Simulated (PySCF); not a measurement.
Shapes and spin states of Zr(OH)₂

Method: PBE in PySCF with Zr def2-SVP with ECP28, O def2-SVP, H def2-SVP; scalar-relativistic core potentials, no spin–orbit coupling; density-fitted integrals.

Relaxations began from a few typed shapes and spin states; open shells are unrestricted. The search is not exhaustive: other isomers or separated fragments can lie lower, and high-lying points may rest on an excited occupation.

```json
{"spin": "broken-symmetry Ms = 0 (⟨S²⟩ 0.72)", "group": "C2v", "bonds": "O–H 0.969 Å (×2), Zr–O 1.918 Å (×2)", "angles": "H–O–Zr 156.0° (×2), O–Zr–O 135.5°", "imaginary modes (cm⁻¹)": "none", "ΔE (kJ/mol)": "0.0", "ΔE with ZPE (kJ/mol)": "0.0"}
{"spin": "triplet", "group": "C2v", "bonds": "O–H 0.967 Å (×2), Zr–O 1.942 Å (×2)", "angles": "H–O–Zr 162.4° (×2), O–Zr–O 148.4°", "imaginary modes (cm⁻¹)": "none", "ΔE (kJ/mol)": "6.1", "ΔE with ZPE (kJ/mol)": "6.5"}
{"spin": "triplet", "group": "C2v", "bonds": "O–H 0.967 Å (×2), Zr–O 1.942 Å (×2)", "angles": "H–O–Zr 162.4° (×2), O–Zr–O 148.4°", "imaginary modes (cm⁻¹)": "none", "ΔE (kJ/mol)": "6.3", "ΔE with ZPE (kJ/mol)": "6.4"}
{"spin": "triplet", "group": "D∞h", "bonds": "O–H 0.967 Å (×2), Zr–O 1.951 Å (×2)", "angles": "H–O–Zr 180.0° (×2), O–Zr–O 180.0°", "imaginary modes (cm⁻¹)": "2 found", "ΔE (kJ/mol)": "10.0", "ΔE with ZPE (kJ/mol)": "–"}
{"spin": "singlet (closed shell, unstable to spin polarisation)", "group": "C2v", "bonds": "O–H 0.969 Å (×2), Zr–O 1.894 Å (×2)", "angles": "H–O–Zr 153.8° (×2), O–Zr–O 120.7°", "imaginary modes (cm⁻¹)": "none", "ΔE (kJ/mol)": "15.0", "ΔE with ZPE (kJ/mol)": "15.1"}
{"spin": "singlet (closed shell, unstable to spin polarisation)", "group": "D∞h", "bonds": "O–H 0.968 Å (×2), Zr–O 1.923 Å (×2)", "angles": "H–O–Zr 180.0° (×2), O–Zr–O 180.0°", "imaginary modes (cm⁻¹)": "2 found", "ΔE (kJ/mol)": "45.4", "ΔE with ZPE (kJ/mol)": "–"}
```

The lowest minimum found is the broken-symmetry Ms = 0 (⟨S²⟩ 0.72) C2v: O–H 0.969 Å (×2), Zr–O 1.918 Å (×2); H–O–Zr 156.0° (×2), O–Zr–O 135.5°.

For the lowest minimum: the determinant is spin-contaminated (⟨S²⟩ = 0.72, pure value 0.00). The spin densities have lower symmetry than the nuclear frame.
